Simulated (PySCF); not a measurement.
Calculation: PBE-D3(BJ)/def2-TZVP // B3LYP-D3(BJ)/def2-TZVP in PySCF. Gas-phase values, no solvent. Excitations are Tamm–Dancoff values on a coarser integration grid. The basis has no diffuse functions, so Rydberg states are missing or too high.

Reference species (SMILES): `[SiH3][Al]([SiH3])[SiH3]` (neutral, multiplicity 1).

S1 oscillator strength: 0.000
HOMO–LUMO gap: 2.95 eV
S1–T1 gap (TDA): 0.51 eV
T1 excitation (TDA): 2.63 eV

Changed species: `[I][Al]([I])[SiH3]` (2 of 3 SiH3 replaced by I; the reference has 0 of 3 SiH3 replaced by I).

**Question.** Give the shifts of the S1 oscillator strength, HOMO–LUMO gap, S1–T1 gap (TDA) and T1 excitation (TDA).

**Answer.** the S1 oscillator strength hardly moves; the HOMO–LUMO gap rises by 0.75 eV, to 3.70 eV; the S1–T1 gap (TDA) falls by 0.25 eV, to 0.26 eV; the T1 excitation (TDA) goes up by 0.85 eV, to 3.48 eV.
